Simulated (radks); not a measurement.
The numbers below are computed, except where a source is named.
Problem. Gd II, 63 electrons, occupied as [Xe] 4f7 5d0.75 6s1 5f0.25 (fractional occupations, a model configuration). Code: a radial shooting solver on a logarithmic mesh with Libxc functionals. Model: Dirac Kohn-Sham, B86b exchange with PBE correlation, spin-unpolarised, spherical densities, finite nucleus; open shells fill j = l - 1/2 first; Fermi nuclear charge, rms radius 5.1569 fm. Some entries of the table are withheld. Estimate them.

orbital,occ.,eigenvalue (eV),<r> (bohr)
1s1/2,2,-50054.66,0.02191
2s1/2,2,-8266.899,0.09275
2p1/2,2,-7850.647,0.07745
2p3/2,4,-7154.676,0.08430
3s1/2,2,-1838.508,0.2440
3p1/2,2,-1657.995,(1)
3p3/2,4,-1515.232,(2)
3d3/2,4,-1203.369,0.2187
3d5/2,6,-1172.269,0.2228
4s1/2,2,-376.5057,0.5529
4p1/2,2,-306.2057,0.5648
4p3/2,4,-274.4570,0.5943
4d3/2,4,-158.6114,0.6302
4d5/2,6,-152.8729,0.6406
5s1/2,2,-57.5271,1.333
5p1/2,2,-38.1800,(3)
5p3/2,4,-33.8149,(4)
4f5/2,6,-16.8481,0.8586
4f7/2,1,-16.0947,0.8711
6s1/2,1,-10.2247,3.579
5d3/2,0.75,-9.8754,2.453
5d5/2,0,-9.5455,2.512
6p1/2,0,-6.7785,4.382
6p3/2,0,-6.3416,4.614
7s1/2,0,-3.5049,8.512
6d3/2,0,-2.8225,8.287
6d5/2,0,-2.7896,8.409
5f5/2,0.25,-1.7764,10.78
5f7/2,0,-1.7757,10.79

Solution. 
(1) 3p1/2 <r> (bohr): 0.2336
(2) 3p3/2 <r> (bohr): 0.2467
(3) 5p1/2 <r> (bohr): 1.492
(4) 5p3/2 <r> (bohr): 1.585
